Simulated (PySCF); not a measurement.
A calculated (PBE0, PySCF 2.14, ANO-RCC-VTZP, the spin-free X2C one-electron Hamiltonian (Gaussian nucleus)) atom or ion has these occupied shells.

```tsv
shell	electrons	orbital energy (eV)	rms radius, mean of both spins (bohr)
1s	2	-90486.0	0.0178
2s	2	-16321.5	0.0718
2p	6	-14044.8	0.0663
3s	2	-3981.6	0.183
3p	6	-3324.7	0.186
3d	10	-2629.3	0.170
4s	2	-945.95	0.401
4p	6	-728.35	0.428
4d	10	-469.32	0.453
5s	2	-191.65	0.884
4f	14	-187.89	0.481
5p	6	-129.54	1.01
5d	10	-57.363	1.30
6s	2	-40.941	2.16
```

Q: Name the element and its charge.

A: Bi³⁺ (bismuth, charge +3), in [Xe] 4f14 5d10 6s2, closed-shell 1S.
